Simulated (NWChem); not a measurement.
System: B$_{3}$N$_{3}$H$_{5}$, doublet; SMILES B1NBNB[N]1

The following NWChem deck was run.

```
start job
memory heap 200 mb stack 900 mb global 1100 mb
geometry units angstroms
  B     -0.875732     1.139026     0.293141
  N     -1.350002    -0.115776     0.020353
  B     -0.677760    -1.272057    -0.269691
  N      0.759119    -1.117337    -0.284083
  B      1.385933     0.118872    -0.020943
  N      0.566312     1.230838     0.264075
  H     -1.532269     2.079578     0.532879
  H     -1.171751    -2.311131    -0.492060
  H      1.310060    -1.936406    -0.492147
  H      2.556632     0.219174    -0.038272
  H      0.975993     2.132168     0.457638
end
basis spherical
  * library def2-svp
end
dft
  odft
  mult 2
  xc pbe0
  iterations 150
end
driver
  maxiter 120
end
task dft optimize
```

NWChem printed, in part:

```
             Northwest Computational Chemistry Package (NWChem) 7.3.0
             --------------------------------------------------------

 C2V symmetry detected

                             Geometry "geometry" -> ""
                             -------------------------

 Output coordinates in angstroms (scale by  1.889725989 to convert to a.u.)

  No.       Tag          Charge          X              Y              Z
 ---- ---------------- ---------- -------------- -------------- --------------
    1 B                    5.0000     1.24190276     0.00000000    -0.80731403
    2 N                    7.0000     0.00000000     0.00000000    -1.38274696
    3 B                    5.0000    -1.24190276     0.00000000    -0.80731403
    4 N                    7.0000    -1.20950130     0.00000000     0.63757858
    5 B                    5.0000     0.00000000     0.00000000     1.36354117
    6 N                    7.0000     1.20950130     0.00000000     0.63757858
    7 H                    1.0000     2.26156941     0.00000000    -1.38474845
    8 H                    1.0000    -2.26156941     0.00000000    -1.38474845
    9 H                    1.0000    -2.09564875     0.00000000     1.11970179
   10 H                    1.0000     0.00000000     0.00000000     2.53865633
   11 H                    1.0000     2.09564875     0.00000000     1.11970179

 Effective nuclear repulsion energy (a.u.)     190.9437943107

      Symmetry information
      --------------------

 Group name             C2v
 Group number             16
 Group order               4
 No. of unique centers     7

                                Z-matrix (autoz)
                                --------

 Units are Angstrom for bonds and degrees for angles

      Type          Name      I     J     K     L     M      Value
      ----------- --------  ----- ----- ----- ----- ----- ----------
    1 Stretch                  1     2                       1.36874
    2 Stretch                  1     6                       1.44526
    3 Stretch                  1     7                       1.17182
    4 Stretch                  2     3                       1.36874
    5 Stretch                  3     4                       1.44526
    6 Stretch                  3     8                       1.17182
    7 Stretch                  4     5                       1.41064
    8 Stretch                  4     9                       1.00881
    9 Stretch                  5     6                       1.41064
   10 Stretch                  5    10                       1.17512
   11 Stretch                  6    11                       1.00881
   12 Bend                     1     2     3               130.27891
   13 Bend                     1     6     5               122.25751
   14 Bend                     1     6    11               117.26450
   15 Bend                     2     1     6               113.57591
   16 Bend                     2     1     7               125.61670
   17 Bend                     2     3     4               113.57591
   18 Bend                     2     3     8               125.61670
   19 Bend                     3     4     5               122.25751
   20 Bend                     3     4     9               117.26450
   21 Bend                     4     3     8               120.80739
   22 Bend                     4     5     6               118.05425
   23 Bend                     4     5    10               120.97288
   24 Bend                     5     4     9               120.47799
   25 Bend                     5     6    11               120.47799
   26 Bend                     6     1     7               120.80739
   27 Bend                     6     5    10               120.97288
   28 Torsion                  1     2     3     4           0.00000
   29 Torsion                  1     2     3     8         180.00000
   30 Torsion                  1     6     5     4          -0.00000
   31 Torsion                  1     6     5    10         180.00000
   32 Torsion                  2     1     6     5           0.00000
   33 Torsion                  2     1     6    11         180.00000
   34 Torsion                  2     3     4     5           0.00000
   35 Torsion                  2     3     4     9         180.00000
   36 Torsion                  3     2     1     6           0.00000
   37 Torsion                  3     2     1     7         180.00000
   38 Torsion                  3     4     5     6           0.00000
   39 Torsion                  3     4     5    10         180.00000
   40 Torsion                  4     5     6    11         180.00000
   41 Torsion                  5     4     3     8         180.00000
   42 Torsion                  5     6     1     7         180.00000
   43 Torsion                  6     5     4     9         180.00000
   44 Torsion                  7     1     6    11           0.00000
   45 Torsion                  8     3     4     9           0.00000
   46 Torsion                  9     4     5    10           0.00000
   47 Torsion                 10     5     6    11           0.00000

                           NWChem Geometry Optimization
                           ----------------------------

 maximum gradient threshold         (gmax) =   0.000450
 rms gradient threshold             (grms) =   0.000300
 maximum cartesian step threshold   (xmax) =   0.001800
 rms cartesian step threshold       (xrms) =   0.001200
 fixed trust radius                (trust) =   0.300000
 source of zmatrix                         =   autoz

          -------------------
          Energy Minimization
          -------------------

 Using diagonal initial Hessian
 Scaling for Hessian diagonals: bonds = 1.00  angles = 0.25  torsions = 0.10

          --------
          Step   0

                                 NWChem DFT Module
                                 -----------------

 Summary of "ao basis" -> "ao basis" (spherical)
 ------------------------------------------------------------------------------
       Tag                 Description            Shells   Functions and Types
 ---------------- ------------------------------  ------  ---------------------
 B                          def2-svp                 6       14   3s2p1d
 N                          def2-svp                 6       14   3s2p1d
 H                          def2-svp                 3        5   2s1p

      Symmetry analysis of basis
      --------------------------

        a1         45
        a2         12
        b1         35
        b2         17

            General Information
            -------------------
          SCF calculation type: DFT
          Wavefunction type:  spin polarized.
          No. of atoms     :    11
          No. of electrons :    41
           Alpha electrons :    21
            Beta electrons :    20
          Charge           :     0
          Spin multiplicity:     2
          Use of symmetry is: on ; symmetry adaption is: on
          Maximum number of iterations: 150
          AO basis - number of functions:   109
                     number of shells:    51
          Convergence on energy requested:  1.00D-06
          Convergence on density requested:  1.00D-05
          Convergence on gradient requested:  5.00D-04

              XC Information
              --------------
                         PBE0 Method XC Functional
                     Hartree-Fock (Exact) Exchange  0.250
          PerdewBurkeErnzerhof Exchange Functional  0.750
            Perdew 1991 LDA Correlation Functional  1.000 local
           PerdewBurkeErnz. Correlation Functional  1.000 non-local

             Grid Information
             ----------------
          Grid used for XC integration:  medium
          Radial quadrature: Mura-Knowles
          Angular quadrature: Lebedev.
          Tag              B.-S. Rad. Rad. Pts. Rad. Cut. Ang. Pts.
          ---              ---------- --------- --------- ---------
          B                   0.85       49          11.0       434
          N                   0.65       49          11.0       434
          H                   0.35       45          12.0       434
          Grid pruning is: on
          Number of quadrature shells:   331
          Spatial weights used:  Erf1

      Superposition of Atomic Density Guess
      -------------------------------------

 Sum of atomic energies:        -238.74092382

      Non-variational initial energy
      ------------------------------

 Total energy =    -242.357477
 1-e energy   =    -698.686735
 2-e energy   =     265.385463
 HOMO         =      -0.317415
 LUMO         =       0.028606

   Symmetry analysis of molecular orbitals - initial alpha
   -------------------------------------------------------

  Numbering of irreducible representations:

     1 a1          2 a2          3 b1          4 b2

  Orbital symmetries:

     1 a1          2 b1          3 a1          4 a1          5 b1
     6 a1          7 a1          8 b1          9 a1         10 b1
    11 a1         12 a1         13 b1         14 b1         15 a1
    16 b2         17 a1         18 b1         19 a2         20 b2
    21 a1         22 a2         23 b2         24 a1         25 b1
    26 b2         27 a1         28 a1         29 b1         30 b1
    31 a1

   Symmetry analysis of molecular orbitals - initial beta
   ------------------------------------------------------

  Numbering of irreducible representations:

     1 a1          2 a2          3 b1          4 b2

  Orbital symmetries:

[...]

      ----------------------
      Optimization converged
      ----------------------

  Step       Energy      Delta E   Gmax     Grms     Xrms     Xmax
  ---- ---------------- -------- -------- -------- -------- --------
@    5    -241.50115463  1.8D-07  0.00005  0.00002  0.00031  0.00064
                                     ok       ok       ok       ok

                                Z-matrix (autoz)
                                --------

 Units are Angstrom for bonds and degrees for angles

      Type          Name      I     J     K     L     M      Value     Gradient
      ----------- --------  ----- ----- ----- ----- ----- ---------- ----------
    1 Stretch                  1     2                       1.40018    0.00004
    2 Stretch                  1     6                       1.43980   -0.00004
    3 Stretch                  1     7                       1.20673   -0.00000
    4 Stretch                  2     3                       1.40018    0.00004
    5 Stretch                  3     4                       1.43980   -0.00004
    6 Stretch                  3     8                       1.20673   -0.00000
    7 Stretch                  4     5                       1.43034   -0.00000
    8 Stretch                  4     9                       1.01263   -0.00005
    9 Stretch                  5     6                       1.43034   -0.00000
   10 Stretch                  5    10                       1.20928    0.00000
   11 Stretch                  6    11                       1.01263   -0.00005
   12 Bend                     1     2     3               132.93461   -0.00002
   13 Bend                     1     6     5               122.85101    0.00001
   14 Bend                     1     6    11               118.35509   -0.00000
   15 Bend                     2     1     6               111.38681   -0.00001
   16 Bend                     2     1     7               125.20372    0.00000
   17 Bend                     2     3     4               111.38681   -0.00001
   18 Bend                     2     3     8               125.20372    0.00000
   19 Bend                     3     4     5               122.85101    0.00001
   20 Bend                     3     4     9               118.35509   -0.00000
   21 Bend                     4     3     8               123.40947    0.00000
   22 Bend                     4     5     6               118.58975    0.00002
   23 Bend                     4     5    10               120.70513   -0.00001
   24 Bend                     5     4     9               118.79390   -0.00001
   25 Bend                     5     6    11               118.79390   -0.00001
   26 Bend                     6     1     7               123.40947    0.00000
   27 Bend                     6     5    10               120.70513   -0.00001
   28 Torsion                  1     2     3     4           0.00000    0.00000
   29 Torsion                  1     2     3     8         180.00000    0.00000
   30 Torsion                  1     6     5     4          -0.00000    0.00000
   31 Torsion                  1     6     5    10         180.00000    0.00000
   32 Torsion                  2     1     6     5           0.00000    0.00000
   33 Torsion                  2     1     6    11         180.00000    0.00000
   34 Torsion                  2     3     4     5           0.00000    0.00000
   35 Torsion                  2     3     4     9         180.00000    0.00000
   36 Torsion                  3     2     1     6           0.00000    0.00000
   37 Torsion                  3     2     1     7         180.00000    0.00000
   38 Torsion                  3     4     5     6           0.00000    0.00000
   39 Torsion                  3     4     5    10         180.00000    0.00000
   40 Torsion                  4     5     6    11         180.00000    0.00000
   41 Torsion                  5     4     3     8         180.00000    0.00000
   42 Torsion                  5     6     1     7         180.00000    0.00000
   43 Torsion                  6     5     4     9         180.00000    0.00000
   44 Torsion                  7     1     6    11           0.00000    0.00000
   45 Torsion                  8     3     4     9           0.00000    0.00000
   46 Torsion                  9     4     5    10           0.00000    0.00000
   47 Torsion                 10     5     6    11           0.00000    0.00000

                         Geometry "geometry" -> "geometry"
                         ---------------------------------

 Output coordinates in angstroms (scale by  1.889725989 to convert to a.u.)

  No.       Tag          Charge          X              Y              Z
 ---- ---------------- ---------- -------------- -------------- --------------
    1 B                    5.0000     1.28373034     0.00000000    -0.80629095
    2 N                    7.0000     0.00000000     0.00000000    -1.36534406
    3 B                    5.0000    -1.28373034     0.00000000    -0.80629095
    4 N                    7.0000    -1.22981851     0.00000000     0.63249812
    5 B                    5.0000     0.00000000     0.00000000     1.36285971
    6 N                    7.0000     1.22981851     0.00000000     0.63249812
    7 H                    1.0000     2.31523077     0.00000000    -1.43255554
    8 H                    1.0000    -2.31523077     0.00000000    -1.43255554
    9 H                    1.0000    -2.10232442     0.00000000     1.14646347
   10 H                    1.0000     0.00000000     0.00000000     2.57214045
   11 H                    1.0000     2.10232442     0.00000000     1.14646347

 Effective nuclear repulsion energy (a.u.)     188.8804265858

      Symmetry information
      --------------------

 Group name             C2v
 Group number             16
 Group order               4
 No. of unique centers     7

                Final and change from initial internal coordinates
                --------------------------------------------------

                                Z-matrix (autoz)
                                --------

 Units are Angstrom for bonds and degrees for angles

[...]
```

Level: PBE0/def2-SVP, spin-unrestricted. In the optimisation the excess spin sits in a1 (C2v, its own frame). Not confirmed as a minimum by frequencies.
